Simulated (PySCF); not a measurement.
Record of a relaxation.

Compound: CH7AlFSb.
Bonds: F1–C2, C2–Al3, Al3–Sb4. Hydrogens: H5, H6 on C2; H7, H8 on Al3; H9, H10, H11 on Sb4.

Method: PBE0-D3(BJ)/def2-SVP geometry optimisation, gas phase, def2 core potentials past Kr in PySCF 2.14.0; density fitting, grid level 1; the optimiser is geomeTRIC in internal coordinates, started from a GFN2-xTB structure with every atom displaced at random (about 0.01 Å). 7 of its 9 geometries are shown. The frame can shift and turn from step to step; on so coarse a grid that alone can change the energy by a few meV, and forces under 0.02 eV/Å are noise.

Step 0: E = -16988.9834 eV, largest atomic force 1.002 eV/Å
```
atom  x, y, z in Å  |  force x, y, z in eV/Å
F1     -0.571    1.204    0.932   -0.404  -0.038  -0.097
C2     -1.705    0.489    0.390    0.852   0.527   0.009
Al3    -0.844   -1.032   -0.664   -0.251   0.453   0.452
Sb4     1.721   -0.090   -0.015   -0.563   0.041   0.429
H5     -2.308    0.234    1.268   -0.219  -0.298   0.123
H6     -2.279    1.255   -0.168    0.052  -0.267  -0.097
H7     -0.694   -0.859   -2.202   -0.006   0.045  -0.620
H8     -0.729   -2.435   -0.006   -0.105  -0.573   0.227
H9      2.214    0.421    1.506   -0.101  -0.103   0.374
H10     3.238   -0.620   -0.403    0.718  -0.520  -0.339
H11     1.993    1.407   -0.653    0.027   0.734  -0.461
```

Step 1: E = -16989.1546 eV, largest atomic force 0.642 eV/Å
```
atom  x, y, z in Å  |  force x, y, z in eV/Å
F1     -0.642    1.325    0.963    0.058  -0.112  -0.098
C2     -1.621    0.481    0.391   -0.205   0.093   0.110
Al3    -0.820   -1.059   -0.649    0.205  -0.003   0.050
Sb4     1.707    0.005    0.027    0.518   0.368  -0.093
H5     -2.272    0.154    1.224    0.031  -0.017  -0.101
H6     -2.242    1.122   -0.260   -0.026  -0.013   0.018
H7     -0.713   -0.904   -2.243   -0.040  -0.022   0.075
H8     -0.754   -2.513    0.018   -0.070   0.042  -0.028
H9      2.163    0.457    1.607   -0.063  -0.141  -0.134
H10     3.245   -0.646   -0.432   -0.350   0.100   0.107
H11     1.987    1.553   -0.662   -0.059  -0.295   0.091
```

Step 3: E = -16989.1786 eV, largest atomic force 0.098 eV/Å
```
atom  x, y, z in Å  |  force x, y, z in eV/Å
F1     -0.656    1.328    0.940    0.027   0.021   0.012
C2     -1.643    0.485    0.386   -0.051  -0.025  -0.051
Al3    -0.800   -1.044   -0.634    0.074   0.026   0.040
Sb4     1.735    0.025    0.020   -0.078   0.048  -0.034
H5     -2.286    0.148    1.219    0.007   0.001   0.021
H6     -2.276    1.116   -0.263   -0.002   0.005   0.011
H7     -0.714   -0.903   -2.225    0.001  -0.017  -0.017
H8     -0.754   -2.494    0.034   -0.018  -0.014   0.007
H9      2.182    0.417    1.605    0.000  -0.036   0.009
H10     3.225   -0.653   -0.443    0.029  -0.038   0.004
H11     2.027    1.549   -0.656    0.010   0.029  -0.002
```

Step 4: E = -16989.1817 eV, largest atomic force 0.057 eV/Å
```
atom  x, y, z in Å  |  force x, y, z in eV/Å
F1     -0.662    1.342    0.922    0.015   0.043   0.019
C2     -1.651    0.490    0.382    0.013  -0.031  -0.046
Al3    -0.787   -1.034   -0.630   -0.024  -0.011   0.003
Sb4     1.732    0.037    0.008    0.016   0.019  -0.009
H5     -2.279    0.150    1.225    0.005  -0.002   0.014
H6     -2.296    1.115   -0.260   -0.003   0.002   0.003
H7     -0.708   -0.918   -2.224    0.003  -0.002  -0.009
H8     -0.751   -2.480    0.048    0.008  -0.006   0.012
H9      2.178    0.378    1.607   -0.020   0.006  -0.014
H10     3.217   -0.672   -0.443   -0.033   0.011  -0.013
H11     2.046    1.569   -0.650    0.019  -0.029   0.040
```

Step 5: E = -16989.1832 eV, largest atomic force 0.049 eV/Å
```
atom  x, y, z in Å  |  force x, y, z in eV/Å
F1     -0.659    1.355    0.906   -0.008   0.019   0.005
C2     -1.649    0.493    0.378    0.027  -0.005  -0.014
Al3    -0.782   -1.032   -0.630   -0.039  -0.024  -0.019
Sb4     1.728    0.041    0.005   -0.009  -0.002  -0.012
H5     -2.266    0.155    1.229    0.006   0.001   0.004
H6     -2.303    1.112   -0.261   -0.004  -0.003   0.000
H7     -0.708   -0.927   -2.225    0.000   0.001   0.002
H8     -0.744   -2.476    0.056    0.011   0.005   0.010
H9      2.160    0.361    1.611    0.007   0.001  -0.006
H10     3.203   -0.680   -0.454   -0.010   0.014   0.006
H11     2.057    1.575   -0.633    0.019  -0.007   0.024
```

Step 7: E = -16989.1860 eV, largest atomic force 0.058 eV/Å
```
atom  x, y, z in Å  |  force x, y, z in eV/Å
F1     -0.665    1.399    0.841   -0.026  -0.032  -0.021
C2     -1.649    0.501    0.362    0.025   0.038   0.037
Al3    -0.784   -1.031   -0.635   -0.021  -0.005  -0.029
Sb4     1.722    0.049    0.002    0.007  -0.014   0.000
H5     -2.231    0.169    1.240   -0.001   0.000  -0.005
H6     -2.336    1.092   -0.269   -0.007  -0.008  -0.006
H7     -0.730   -0.953   -2.233    0.003   0.002   0.008
H8     -0.721   -2.462    0.077    0.007   0.009   0.006
H9      2.140    0.302    1.623    0.001  -0.003   0.012
H10     3.188   -0.687   -0.460    0.012   0.003   0.004
H11     2.105    1.597   -0.564    0.000   0.011  -0.006
```

Step 8: E = -16989.1864 eV, largest atomic force 0.029 eV/Å
```
atom  x, y, z in Å  |  force x, y, z in eV/Å
F1     -0.672    1.410    0.822   -0.011  -0.021  -0.013
C2     -1.652    0.502    0.356    0.009   0.020   0.019
Al3    -0.786   -1.030   -0.640   -0.006   0.007  -0.010
Sb4     1.724    0.050    0.004    0.010  -0.011   0.003
H5     -2.225    0.171    1.241   -0.001  -0.002  -0.003
H6     -2.349    1.084   -0.272   -0.005  -0.005  -0.003
H7     -0.735   -0.958   -2.237    0.004   0.003   0.003
H8     -0.712   -2.457    0.080    0.003   0.003   0.002
H9      2.136    0.287    1.629   -0.005  -0.003   0.005
H10     3.191   -0.686   -0.455    0.008   0.000   0.004
H11     2.119    1.602   -0.545   -0.005   0.009  -0.006
```

Task: Summarise the path.

Result: The energy falls by 4.68 kcal/mol from step 0 to step 8; nine tenths of that is first reached at step 2. It falls at every step. The largest force goes from 1.002 to 0.029 eV/Å. Among the bonds Sb4–H10 changes most, from 1.653 to 1.704 Å; the atoms move by 0.154 Å rms after alignment.

What follows is the cost of the whole optimisation. Time: 43 s wall; peak memory 0.45 GiB. Hardware: Arm Neoverse V1, one thread, shared host with 32 logical CPUs at a one-minute load of 15.
